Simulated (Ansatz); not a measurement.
Consider the ligand exchange at the Si–C bond: `S[SiH2][CH2][GaH2]` + H₂Te → `S[SiH2][TeH]` + `[CH3][GaH2]`.

Computed with Ansatz on PBE0-D4/def2-TZVP structures; ΔE is electronic, products minus reactants. CBS: MP2 limit from def2 TZ/QZ plus the TZ coupled-cluster correction, frozen cores. DFT in def2-TZVPP. def2 core potentials past Kr. For Ga, Te outer-core shells are correlated without core-valence functions, which leaves a few kJ/mol of doubt a bond. Scalar relativity is left out up to krypton. One conformer a species, not always the lowest.

`S[SiH2][CH2][GaH2]`:

```xyz
11

S     2.427    1.632   -0.655
Si    0.759    0.298   -0.838
C    -0.165    0.013    0.748
Ga   -1.578   -1.355    0.600
H     1.682    2.689   -0.287
H     1.383   -0.958   -1.332
H    -0.182    0.801   -1.876
H    -0.621    0.961    1.052
H     0.555   -0.294    1.511
H    -3.031   -0.931    0.183
H    -1.229   -2.857    0.895
```

H₂Te:

Cartesian coordinates in Å:
```
Te -0.426 -0.649 -0.043
H -0.194 0.661 -1.029
H 0.620 -0.012 1.072
```

`S[SiH2][TeH]`:

```xyz
7

S     1.844   -0.417   -1.029
Si   -0.132   -0.511   -0.234
Te   -0.231    0.788    1.894
H     1.872    0.925   -1.088
H    -1.157    0.039   -1.154
H    -0.362   -1.962   -0.037
H    -1.834    1.138    1.649
```

`[CH3][GaH2]`:

```xyz
7

C     0.803   -0.407    0.095
Ga   -0.928    0.505   -0.102
H     0.776   -1.343   -0.474
H     1.633    0.190   -0.284
H     0.995   -0.673    1.136
H    -2.169    0.034    0.745
H    -1.109    1.695   -1.116
```

Question: Is it downhill or uphill in electronic energy at CCSD(T)/CBS, and by how much? (Estimate.)

Answer: Computed: Downhill: ΔE = -46.3 kJ/mol.

Question: What do these levels give: LDA (SPW92), revPBE-D4, PBE-QIDH, r2SCAN, CCSD/def2-SVP, CCSD/def2-TZVPP? (Best estimate.)

Answer: The calculation gave: LDA (SPW92) -44.4, revPBE-D4 -48.3, PBE-QIDH -47.6, r2SCAN -47.5, CCSD/def2-SVP -38.8, CCSD/def2-TZVPP -38.9 kJ/mol.

Largest T1 diagnostic among the species: 0.012.

At CCSD(T), def2-SVP lies +8.1 kJ/mol from the extrapolated value and def2-TZVPP +7.3 kJ/mol. Leaving LDA and LC-ωPBE aside and taking each functional with its dispersion term where it has one, the values, not all of them listed here, spread over 9.0 kJ/mol, from PBE-D4 to B97M-V. LDA lies +6.5 kJ/mol from PBE without D4.
